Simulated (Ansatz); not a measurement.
C2H6STe, SMILES C[Te]SC.

Geometry optimised at B3LYP-D3(BJ)/def2-SVP. The def2 effective core potentials stand for the cores of Te; spin–orbit coupling is left out. One conformer was computed; it need not be the lowest.

Two levels are set side by side: PBE/def2-SVPD (Ansatz, a first-principles code) and PBE0/def2-SVPD (Ansatz). Energy differences of separate SCF runs at the same geometry; the states with an electron removed or added have multiplicity 2 and 2. Differences are taken from unrounded values.

```csv
quantity,PBE0
vertical ionisation energy (eV),8.11
vertical singlet–triplet gap (eV),2.68
```

Task: What does PBE give, and how far is it from PBE0? (The exact figures need the calculation; the answer reports its results.)

Result: 
```tsv
quantity	PBE	PBE minus PBE0
vertical ionisation energy (eV)	7.99	-0.13
vertical singlet–triplet gap (eV)	2.62	-0.06
```
